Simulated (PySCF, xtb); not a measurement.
ClF3HMoN, SMILES [NH]=[Mo]([F])([F])([F])[Cl], multiplicity 1.

GFN2-xTB run with xtb at its own geometry gives an orbital gap of 3.08 eV and a dipole moment of 1.23 D.

Geometry optimised at B3LYP-D3(BJ)/def2-SVP. The multiplicity is an assumed one; no other spin state was optimised. The structure was generated by enumeration; whether it is a known compound was not checked. The def2 effective core potentials stand for the cores of Mo; spin–orbit coupling is left out.

Question: What does M06-2X/def2-TZVP (PySCF) give? (Estimate from the structure and the level; the computed values follow.)

Answer: gap 7.18 eV (levels -10.87 and -3.69 eV), dipole 3.61 D.
